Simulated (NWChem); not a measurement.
System: NaOH; SMILES [OH][Na]

Input file for NWChem:

```
start job
memory heap 200 mb stack 900 mb global 1100 mb
geometry units angstroms noautosym nocenter noautoz
  Na    -0.066701    -0.942378     0.000000
  O      0.132980     0.955926     0.000000
  H      0.231121     1.907467     0.000000
end
basis spherical
  * library 6-31g*
end
dft
  xc hfexch
  iterations 150
end
property
  shielding
end
task dft property
```

The geometry was optimised at PBE0/def2-SVP.

GIAO values for the isolated, static molecule; σ is the absolute isotropic shielding, δ = σ(reference) − σ with the isolated reference molecule computed at the same levels (1H: tetramethylsilane, 17O: water).

Atoms are numbered as in the input.

Q: Give the results of this calculation. (Hartree-Fock/6-31G* (spherical d), GIAO.) Quantities: σ Na1 (ppm); δ O2 (ppm); δ H3 (ppm).

A: 
```
Quantity     Result
-----------  ------
σ Na1 (ppm)   587.3
δ O2 (ppm)    -31.0
δ H3 (ppm)    -2.58
```
